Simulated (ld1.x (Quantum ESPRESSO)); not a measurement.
## Reading a pseudo-wave (C (Z = 6))

Columns: radius, all-electron u(r) and pseudo u(r) of the 2s shell (level -13.64 eV) of carbon in the configuration [He] 2s2 2p2; PBEsol, non-relativistic, PAW scheme, ld1.x (Quantum ESPRESSO) 7.5.

```
r (bohr)  all-electron   pseudo
   0.105        0.3353  -0.1082
   0.210        0.3005  -0.2147
   0.315        0.1256  -0.3177
   0.420       -0.0848  -0.4155
   0.525       -0.2838  -0.5064
   0.630       -0.4531  -0.5885
   0.735       -0.5875  -0.6602
   0.840       -0.6871  -0.7200
   0.945       -0.7552  -0.7665
   1.050       -0.7964  -0.7986
   1.155       -0.8155  -0.8155
   1.260       -0.8170  -0.8170
   1.365       -0.8050  -0.8050
   1.470       -0.7828  -0.7828
   1.575       -0.7533  -0.7533
   1.680       -0.7189  -0.7189
   1.785       -0.6812  -0.6812
   1.890       -0.6417  -0.6417
   1.995       -0.6016  -0.6016
   2.100       -0.5615  -0.5615
   2.205       -0.5223  -0.5223
   2.310       -0.4843  -0.4843
   2.415       -0.4478  -0.4478
   2.520       -0.4130  -0.4130
   2.625       -0.3802  -0.3802
   2.730       -0.3493  -0.3493
```

How many radial nodes do the two functions have?

The all-electron 2s function has n − l − 1 = 1; the pseudo-wave has 0, since the states of the same l below it are removed with the core.

At about which radius was the pseudo-wave matched?

1.20 bohr, where the columns begin to agree (steps of 0.10 bohr).

Where does each function peak?

Outermost all-electron maximum near 1.26 bohr, pseudo maximum near 1.26 bohr (to the table’s step).

Is the pseudo-wave norm-conserving?

No, it belongs to a PAW set: the norm inside the radius is not constrained, and the difference is carried by the augmentation charge.
